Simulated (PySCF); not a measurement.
ClK, charge -1, doublet, at the geometry of the source list (a state made from the parent by changing its charge; the spin is typed, not shown lowest) (in this run its highest filled SCF level lies above zero, so its values depend strongly on the basis, on diffuse functions most of all); WB97M-V/6-31G** (PySCF).

Input for PySCF:
```python
from pyscf import gto, scf, dft

mol = gto.M(
    atom='''
K    -0.792800   -0.700200   -0.744600
Cl    0.792800    0.700200    0.744600
''',
    basis='6-31g**',
    charge=-1,
    spin=1,
    verbose=4,
)

mf = dft.UKS(mol)
mf.xc = 'wb97m_v'
mf.kernel()
mf.analyze()
```

Question: Predict the main parts of the log of this PySCF run.

Answer: 
```
PySCF version 2.14.0

[INPUT] verbose = 4
[INPUT] num. atoms = 2
[INPUT] num. electrons = 37
[INPUT] charge = -1
[INPUT] spin (= nelec alpha-beta = 2S) = 1
[INPUT] symmetry False subgroup None
[INPUT] Mole.unit = angstrom
[INPUT] Symbol           X                Y                Z      unit          X                Y                Z       unit  Magmom
[...]
nuclear repulsion = 66.0684937281417
number of shells = 18
number of NR pGTOs = 126
number of NR cGTOs = 40
basis = 6-31g**
ecp = {}

******** <class 'pyscf.dft.uks.UKS'> ********
method = UKS
initial guess = minao
damping factor = 0
level_shift factor = 0
DIIS = <class 'pyscf.scf.diis.CDIIS'>
diis_start_cycle = 1
diis_space = 8
diis_damp = 0
SCF conv_tol = 1e-09
SCF conv_tol_grad = None
SCF max_cycles = 50
direct_scf = True
direct_scf_tol = 1e-13
number electrons alpha = 19  beta = 18
XC library pyscf.dft.libxc version 7.1.2
    S. Lehtola, C. Steigemann, M. J. T. Oliveira, and M. A. L. Marques,  SoftwareX 7, 1–5 (2018)
XC functionals = wb97m_v
    N. Mardirossian and M. Head-Gordon,  J. Chem. Phys. 144, 214110 (2016)
radial grids:
    Treutler-Ahlrichs [JCP 102, 346 (1995); DOI:10.1063/1.469408] (M4) radial grids

becke partition: Becke, JCP 88, 2547 (1988); DOI:10.1063/1.454033
pruning grids: <function nwchem_prune>
grids dens level: 3
symmetrized grids: False
atomic radii adjust function: <function treutler_atomic_radii_adjust>
** Following is NLC and NLC Grids **
NLC functional = wb97m_v
radial grids:
    Treutler-Ahlrichs [JCP 102, 346 (1995); DOI:10.1063/1.469408] (M4) radial grids

becke partition: Becke, JCP 88, 2547 (1988); DOI:10.1063/1.454033
pruning grids: <function nwchem_prune>
grids dens level: 3
symmetrized grids: False
atomic radii adjust function: <function treutler_atomic_radii_adjust>
small_rho_cutoff = 0
Set gradient conv threshold to 3.16228e-05
tot grids = 38920
tot grids = 38920
init E= -1059.86630244368

cycle= 1 E= -1060.03986235518  delta_E= -0.174  |g|= 0.259  |ddm|= 0.787
cycle= 2 E= -1060.0814644959  delta_E= -0.0416  |g|= 0.172  |ddm|= 0.85
cycle= 3 E= -1060.09917278176  delta_E= -0.0177  |g|= 0.0107  |ddm|= 0.258
cycle= 4 E= -1060.09985948329  delta_E= -0.000687  |g|= 0.00423  |ddm|= 0.0807
cycle= 5 E= -1060.10000834922  delta_E= -0.000149  |g|= 0.0011  |ddm|= 0.0463
cycle= 6 E= -1060.10001513769  delta_E= -6.79e-06  |g|= 0.00031  |ddm|= 0.0116
cycle= 7 E= -1060.10001576508  delta_E= -6.27e-07  |g|= 6.83e-05  |ddm|= 0.00523
cycle= 8 E= -1060.100015798  delta_E= -3.29e-08  |g|= 1.7e-05  |ddm|= 0.00174
cycle= 9 E= -1060.10001579925  delta_E= -1.25e-09  |g|= 3.64e-06  |ddm|= 0.000286
cycle= 10 E= -1060.1000157993  delta_E= -5.16e-11  |g|= 1.08e-06  |ddm|= 2.07e-05
Extra cycle  E= -1060.10001579931  delta_E= -9.78e-12  |g|= 4.88e-07  |ddm|= 5.75e-06
converged SCF energy = -1060.10001579931  <S^2> = 0.75041966  2S+1 = 2.0004196
**** SCF Summaries ****
Total Energy =                       -1060.100015799310313
Nuclear Repulsion Energy =              66.068493728141732
One-electron Energy =                -1599.320877306754937
Two-electron Energy =                  473.152367779302836
Two-electron Coulomb Energy =          535.043496835408746
DFT Exchange-Correlation Energy =      -61.891129056105925
**** MO energy ****
                             alpha | beta                alpha | beta
[...]
To work with the spin densities directly, `use mulliken_meta_spin()` only printing them here.

 ** Mulliken spin pop alpha/beta on meta-lowdin orthogonal AOs **
 ** Mulliken Spin Density (per AO)  **
spin_pop of  0 K 1s        0.00000
spin_pop of  0 K 2s        0.00004
spin_pop of  0 K 3s        0.00036
spin_pop of  0 K 4s        0.78121
spin_pop of  0 K 5s        0.03930
spin_pop of  0 K 2px       0.00000
spin_pop of  0 K 2py       0.00000
spin_pop of  0 K 2pz       0.00000
spin_pop of  0 K 3px      -0.00006
spin_pop of  0 K 3py      -0.00006
spin_pop of  0 K 3pz      -0.00006
spin_pop of  0 K 4px       0.05025
spin_pop of  0 K 4py       0.03940
spin_pop of  0 K 4pz       0.04443
spin_pop of  0 K 5px       0.00088
spin_pop of  0 K 5py       0.00068
spin_pop of  0 K 5pz       0.00077
spin_pop of  0 K 3dxy      0.00070
spin_pop of  0 K 3dyz      0.00062
spin_pop of  0 K 3dz^2     0.00012
spin_pop of  0 K 3dxz      0.00078
spin_pop of  0 K 3dx2-y2    0.00013
spin_pop of  1 Cl 1s        0.00000
spin_pop of  1 Cl 2s       -0.00000
spin_pop of  1 Cl 3s        0.01565
spin_pop of  1 Cl 4s        0.01485
spin_pop of  1 Cl 2px      -0.00000
spin_pop of  1 Cl 2py      -0.00000
spin_pop of  1 Cl 2pz      -0.00000
spin_pop of  1 Cl 3px       0.00285
spin_pop of  1 Cl 3py       0.00200
spin_pop of  1 Cl 3pz       0.00240
spin_pop of  1 Cl 4px       0.00101
spin_pop of  1 Cl 4py       0.00080
spin_pop of  1 Cl 4pz       0.00090
spin_pop of  1 Cl 3dxy      0.00001
spin_pop of  1 Cl 3dyz      0.00001
spin_pop of  1 Cl 3dz^2     0.00000
spin_pop of  1 Cl 3dxz      0.00001
spin_pop of  1 Cl 3dx2-y2    0.00000
 ** Mulliken Spin Density (per atom)  **
spin density of  0 K =      0.95951
spin density of  1 Cl =      0.04049
 ** Mulliken pop alpha/beta on meta-lowdin orthogonal AOs **
 ** Mulliken pop       alpha | beta **
[...]
In total            19.00000 | 18.00000
 ** Mulliken atomic charges   ( Nelec_alpha | Nelec_beta ) **
charge of  0K =     -0.06894  (    10.01422      9.05471 )
charge of  1Cl =     -0.93106  (     8.98578      8.94529 )

WARN: System has nonzero charge -1; the dipole moment is origin-dependent.
Location of origin: [0. 0. 0.]

Dipole moment(X, Y, Z, Debye):  1.46251,  1.29171,  1.37360
```
